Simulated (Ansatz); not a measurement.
H3AlO3 (SMILES [OH][Al]([OH])[OH]), singlet, at a GFN2-xTB geometry (such geometries of metal compounds can be far from the true shape); CAM-B3LYP/def2-SVP in Ansatz (a program for electronic structure).

The Ansatz input:
Ansatz 0.2 input:
```yaml
crystal:
  periodic: [false, false, false]
  atoms:
    - {symbol: Al, position_ang: [-0.00000000, -0.00000000, -0.00000000]}
    - {symbol: O, position_ang: [-1.08597176, -1.25217867, 0.07815260]}
    - {symbol: H, position_ang: [-1.93325027, -1.43797965, -0.30182312]}
    - {symbol: O, position_ang: [-0.33424217, 1.33110871, -0.93264447]}
    - {symbol: H, position_ang: [0.10698534, 2.14443421, -1.13414960]}
    - {symbol: O, position_ang: [1.42021393, -0.07893003, 0.85449188]}
    - {symbol: H, position_ang: [1.82626493, -0.70645456, 1.43597272]}
basis:
  gaussian:
    orbitals: def2-SVP
    final_grid: {core_spheres: 6, valence_spheres: 12, degree: 29}
hamiltonian:
  xc: cam_b3lyp
```

Q: Write the output that Ansatz gives for this input, abridged.

A: 
```
Functional definition: CAM-B3LYP
701 factors; integrals over basis functions are off by at most 7.7e-4 eV
216 factors; integrals over basis functions are off by at most 8.3e-6 eV
mean field evaluation 1: about -12770.7627 eV, gradient 8.3e1 eV
mean field evaluation 2: about -12764.6416 eV, gradient 1.0e2 eV
mean field evaluation 4: about -12782.3462 eV, gradient 5.7e-1 eV
mean field evaluation 8: about -12782.4571 eV, gradient 1.8e-2 eV
mean field evaluation 16: about -12782.4571 eV, gradient 4.9e-5 eV
mean field -12782.45706979 eV, -469.7466330541 hartree, gradient 4.9e-5 eV, S^2 0.000000; 0 other end points of the search recorded, 0 dependent functions left out
reference -12782.45717766 eV, -469.7466370184 hartree; 20, 20 occupied and 55, 55 virtual orbitals, 701 factors
Total energy: -12782.45717766 eV, -469.7466370184 hartree
```
